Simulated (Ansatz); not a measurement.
## Telling isomers of C2HBeO apart by their spectra

These gas-phase data were calculated for one isomer of C2HBeO at BLYP-D3(BJ)/def2-SVP (harmonic, unscaled wavenumbers; equilibrium rotational constants with average atomic masses):

| Item | Value |
| --- | --- |
| rotational constants | 5.01 GHz |
| all wavenumbers above 1500 cm⁻¹ | 3417, 2226 |

Candidates:

(1) `[Be][CH]=C=O`, a doublet
(2) `[Be][O]C#C`, a doublet
(3) `[BeH][C]=C=O`, a doublet

Task: Which candidate do the data belong to?

Result: Candidate (2). The band at 3417 cm⁻¹ lies where the ≡C–H stretch is expected; (1), (3) have no mode between 3300 and 3560 cm⁻¹.

The same quantities for all candidates:

```
     rotational constants (GHz)  wavenumbers above 1500 cm⁻¹  E above the lowest, BLYP-D3(BJ)/def2-SVP (kcal/mol)
(1)          50.15, 5.65, 5.078                   3080, 2151                                                  0.0
(2)                        5.01                   3417, 2226                                                 10.5
(3)                       4.091                   2183, 2057                                                  3.2
```

Open shells are spin-unrestricted. Programs: Ansatz 0.2.0.
